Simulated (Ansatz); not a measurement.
Cost and result for the atomization energy of BrGaH$_{5}$NSi (`[GaH2][NH][SiH2]Br`) (9 atoms, 8 bonds).

Cartesian coordinates in Å:
```
Ga 0.3302 -1.8175 0.0167
N -0.6339 -0.2459 -0.0039
Si -0.0303 1.3352 -0.2032
Br 0.2011 2.4250 1.7388
H 1.8499 -1.6863 -0.2967
H -0.4829 -3.1128 0.3213
H -1.6129 -0.3278 0.2346
H 1.3199 1.2469 -0.8007
H -0.9411 2.1832 -1.0069
```

Charge 0, multiplicity 1. Correlated methods include outer-core shells of Br, Ga, which these sets cover unevenly. Scalar relativity is left out up to krypton. All single points use the PBE0-D4/def2-TZVP geometry. It is one conformer, not always the lowest. Program: Ansatz. All runs use 4 threads of an Arm Neoverse V2 on a shared host. Times are those of one run each, without the atoms' runs, and a repeat can differ threefold. Electronic energies, without spin–orbit coupling; frozen cores. CCSD(T)/CBS adds CCSD(T) − MP2 in def2-TZVPP to the MP2 limit, and its time is that of the two runs behind it. T1 = 0.011. With those shells the extrapolation isn't a true limit. B3LYP takes the VWN-RPA correlation (the form of Gaussian; ORCA's B3LYP/G).

CCSD(T)/CBS is a level of theory with its own doubt, some kJ/mol a heavy atom from the limit and from the frozen cores, so smaller differences don't rank the functionals.

```
                             level  functions  wall time
            LDA (SPW92)/def2-TZVPP        239      1.4 s
   PBE-D4/def2-TZVPP (with forces)        239      3.1 s
r2SCAN-D4/def2-TZVPP (with forces)        239      6.5 s
 B3LYP-D4/def2-TZVPP (with forces)        239        7 s
                 B2PLYP/def2-TZVPP        239      7.5 s
               PBE-QIDH/def2-TZVPP        239        8 s
                ωB97X-V/def2-TZVPP        239       11 s
                 B97M-V/def2-TZVPP        239       12 s
                  CCSD(T)/def2-SVP        121       12 s
  ωB97M-V/def2-TZVPP (with forces)        239       16 s
                    MP2/def2-QZVPP        455       29 s
                CCSD(T)/def2-TZVPP        239    4.1 min
                 CCSD(T)/CBS(def2)          –    4.5 min
```

Problem. What atomization energy does each give, and how far from CCSD(T)/CBS? (Estimate.)

Solution. The calculation gave: 
```json
{"level": "LDA (SPW92)/def2-TZVPP", "atomization (kcal/mol)": "704.0", "difference from CCSD(T)/CBS": "74.1", "per bond": "9.3"}
{"level": "PBE-D4/def2-TZVPP (with forces)", "atomization (kcal/mol)": "623.2", "difference from CCSD(T)/CBS": "-6.7", "per bond": "-0.8"}
{"level": "r2SCAN-D4/def2-TZVPP (with forces)", "atomization (kcal/mol)": "625.0", "difference from CCSD(T)/CBS": "-4.9", "per bond": "-0.6"}
{"level": "B3LYP-D4/def2-TZVPP (with forces)", "atomization (kcal/mol)": "621.1", "difference from CCSD(T)/CBS": "-8.8", "per bond": "-1.1"}
{"level": "B2PLYP/def2-TZVPP", "atomization (kcal/mol)": "615.3", "difference from CCSD(T)/CBS": "-14.6", "per bond": "-1.8"}
{"level": "PBE-QIDH/def2-TZVPP", "atomization (kcal/mol)": "619.1", "difference from CCSD(T)/CBS": "-10.8", "per bond": "-1.3"}
{"level": "ωB97X-V/def2-TZVPP", "atomization (kcal/mol)": "630.5", "difference from CCSD(T)/CBS": "0.6", "per bond": "0.1"}
{"level": "B97M-V/def2-TZVPP", "atomization (kcal/mol)": "627.5", "difference from CCSD(T)/CBS": "-2.4", "per bond": "-0.3"}
{"level": "CCSD(T)/def2-SVP", "atomization (kcal/mol)": "577.7", "difference from CCSD(T)/CBS": "-52.2", "per bond": "-6.5"}
{"level": "ωB97M-V/def2-TZVPP (with forces)", "atomization (kcal/mol)": "624.5", "difference from CCSD(T)/CBS": "-5.4", "per bond": "-0.7"}
{"level": "MP2/def2-QZVPP", "atomization (kcal/mol)": "627.7", "difference from CCSD(T)/CBS": "-2.2", "per bond": "-0.3"}
{"level": "CCSD(T)/def2-TZVPP", "atomization (kcal/mol)": "611.2", "difference from CCSD(T)/CBS": "-18.7", "per bond": "-2.3"}
{"level": "CCSD(T)/CBS(def2)", "atomization (kcal/mol)": "629.9", "difference from CCSD(T)/CBS": "0.0", "per bond": "0.0"}
```

From BLYP to BHLYP (50 % exact exchange), in def2-TZVPP and without D4, the atomization energy moves by −1.2 kcal/mol: exact exchange takes away binding that semilocal exchange gives to molecules. At CCSD(T), def2-SVP lies −52.2 kcal/mol from the extrapolated value and def2-TZVPP −18.7 kcal/mol: correlation converges slowly with the basis, and small sets miss more of it in the bonded molecule than in its fragments. The D4 term adds +9.2 kcal/mol with B3LYP and +4.8 kcal/mol with PBE0; it sums over pairs of atoms, weighted by their polarisabilities, and B3LYP, whose exchange is more repulsive, gets the larger term.
